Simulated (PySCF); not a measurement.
## H₄MoS: one-bond stretch

Method: PBE0 in PySCF with Mo def2-TZVP with ECP28, S def2-TZVP, H def2-TZVP; scalar-relativistic core potentials, no spin–orbit coupling; density-fitted integrals.

Rigid scan from the singlet minimum (Mo–H 1.656 Å (×2), Mo–H 1.662 Å, Mo–H 1.741 Å, Mo–S 2.059 Å; H–Mo–H 58.2° (×2), H–Mo–H 114.7° (×2), H–Mo–H 115.3°, H–Mo–H 131.7°, H–Mo–S 95.2° (×2), H–Mo–S 109.6°, H–Mo–S 118.7°). Coordinate: the bond from Mo to the last atom (H) scaled, the rest fixed. Energies in kJ/mol from the minimum.

| scale of one bond | E (kJ/mol) | dipole size (D) |
| --- | --- | --- |
| 0.92 | 15.6 | 1.07 |
| 0.96 | 3.5 | 1.03 |
| 1.00 | 0.0 | 1.00 |
| 1.05 | 4.5 | 0.97 |
| 1.12 | 22.6 | 0.95 |
| 1.20 | 53.3 | 0.95 |
| 1.35 | 122.6 | 1.04 |
| 1.55 | 214.3 | – |
| 1.80 | 308.7 | – |
| 2.20 | 408.4 | – |

At long bonds a restricted determinant can lie too high, and another spin state can fall below this curve.

The scan took 30 s on 2 threads of a shared Intel Xeon Platinum 8375C @ 2.90GHz (Ice Lake) host; the process peaked at 1.5 GiB.
